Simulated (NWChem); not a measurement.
Species: MgGeSiH₆; SMILES [SiH3][Mg][GeH3]

```xyz
9

Mg     0.0420    -0.7324     0.0016
Si     0.1903    -3.3163     0.0066
H      1.5169    -3.8263    -0.4825
H     -0.8468    -3.9623    -0.8688
H      0.0007    -3.9093     1.3747
Ge    -0.1077     1.8584    -0.0029
H     -0.5849     2.4501    -1.3534
H     -1.0897     2.4249     1.0537
H      1.2437     2.5588     0.2878
```
Atoms are numbered in this order, from 1.

Structure relaxed at the PBE0/def2-SVP level.

### Question
Give the principal values of the shielding tensors (ppm) of Mg1, Si2, Ge6 from PBE/pcSseg-1, GIAO (NWChem), with their diamagnetic and paramagnetic parts as GIAO splits them.

### Answer
| atom | σ11 | σ22 | σ33 | isotropic | diamagnetic | paramagnetic |
|---|---|---|---|---|---|---|
| Mg1 | 232.8 | 232.8 | 704.6 | 390.1 | 711.2 | -321.2 |
| Si2 | 477.8 | 492.0 | 492.0 | 487.3 | 882.1 | -394.8 |
| Ge6 | 1698.9 | 1770.5 | 1770.6 | 1746.7 | 2758.9 | -1012.2 |
